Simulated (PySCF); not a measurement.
# Correlation energy of Sc⁺ (scandium, charge +1)

[Ar] 3d1 4s1, high-spin 3D determinant. Calculation: PySCF 2.14, in aug-cc-pVDZ (7s6p4d2f, 59 functions); no relativity, point nucleus. Frozen: [Ar]; 2 electrons correlated.

With two correlated electrons CCSD is exact within the correlated space (frozen core and kept virtual orbitals).

```json
{"level": "CCSD", "correlation energy (mhartree)": "-3.79"}
```

Diagnostics: T1 = 0.013, D1 = 0.0246, largest double amplitude 0.023.

Cost of the coupled-cluster step: about 1 core-seconds, for 2 correlated electrons.

Iterations:

```
CC2 = 0
CCSD nocc = (np.int64(2), np.int64(0)), nmo = (50, 50)
frozen orbitals [[0, 1, 2, 3, 4, 5, 6, 7, 8], [0, 1, 2, 3, 4, 5, 6, 7, 8]]
max_cycle = 100
direct = 0
conv_tol = 1e-08
conv_tol_normt = 1e-06
diis_space = 8
diis_start_cycle = 0
Init t2, MP2 energy = -0.00247841027772116
Init E_corr(UCCSD) = -0.00247841027991173
cycle = 1  E_corr(UCCSD) = -0.00330223682168326  dE = -0.000823826542  norm(t1,t2) = 0.0140207
cycle = 2  E_corr(UCCSD) = -0.00358905393948836  dE = -0.000286817118  norm(t1,t2) = 0.00581996
cycle = 3  E_corr(UCCSD) = -0.00376889060305579  dE = -0.000179836664  norm(t1,t2) = 0.00312385
cycle = 4  E_corr(UCCSD) = -0.00377181623328535  dE = -2.92563023e-06  norm(t1,t2) = 0.00185247
cycle = 5  E_corr(UCCSD) = -0.00378880282088656  dE = -1.69865876e-05  norm(t1,t2) = 0.00135964
cycle = 6  E_corr(UCCSD) = -0.00378943556902034  dE = -6.32748134e-07  norm(t1,t2) = 0.000694102
cycle = 7  E_corr(UCCSD) = -0.0037919151012136  dE = -2.47953219e-06  norm(t1,t2) = 0.000228384
cycle = 8  E_corr(UCCSD) = -0.00379064524508793  dE = 1.26985613e-06  norm(t1,t2) = 6.37745e-05
cycle = 9  E_corr(UCCSD) = -0.00379166713556971  dE = -1.02189048e-06  norm(t1,t2) = 2.0244e-05
cycle = 10  E_corr(UCCSD) = -0.00379136154291549  dE = 3.05592654e-07  norm(t1,t2) = 6.95509e-06
cycle = 11  E_corr(UCCSD) = -0.00379134965993993  dE = 1.18829756e-08  norm(t1,t2) = 2.02077e-06
cycle = 12  E_corr(UCCSD) = -0.0037913591605716  dE = -9.50063167e-09  norm(t1,t2) = 8.50298e-07
UCCSD converged
E(UCCSD) = -759.5445463636521  E_corr = -0.003791359160571604
```
